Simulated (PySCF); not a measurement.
Mg(NH2)(NMe2), SMILES C[N](C)[Mg][NH2], CAM-B3LYP/def2-SVP optimised geometry.

```
13

Mg    -0.45     0.00     0.00
N     -2.33     0.00     0.00
H     -2.94    -0.65    -0.50
H     -2.94     0.64     0.50
N      1.46     0.00     0.00
C      2.27     0.74    -0.93
C      2.27    -0.74     0.94
H      2.94     1.47    -0.43
H      2.94     0.08    -1.53
H      1.66     1.31    -1.65
H      2.93    -1.47     0.43
H      2.93    -0.08     1.53
H      1.65    -1.30     1.65
```

Density from CAM-B3LYP/def2-TZVP run with PySCF at that geometry.

Minimum of the electron density along straight lines between bonded atoms, close to the bond critical point (lines longer than 1.1 times the sum of covalent radii, or with two minima, are not listed):

```
bond    length / Å  ρ at the minimum / e bohr⁻³  ∇²ρ there / e bohr⁻⁵  position (fraction from the first atom)
------  ----------  ---------------------------  --------------------  ---------------------------------------
Mg1–N2       1.884                        0.072                  0.49                                     0.43
N2–H3        1.016                        0.328                 -1.48                                     0.73
N2–H4        1.016                        0.328                 -1.48                                     0.73
Mg1–N5       1.905                        0.070                  0.47                                     0.43
N5–C6        1.441                        0.281                 -0.74                                     0.58
N5–C7        1.442                        0.281                 -0.74                                     0.58
C6–H8        1.112                        0.269                 -0.90                                     0.64
C6–H9        1.112                        0.269                 -0.90                                     0.64
C6–H10       1.104                        0.273                 -0.93                                     0.64
C7–H11       1.112                        0.269                 -0.90                                     0.64
C7–H12       1.112                        0.269                 -0.90                                     0.64
C7–H13       1.104                        0.273                 -0.93                                     0.64
```
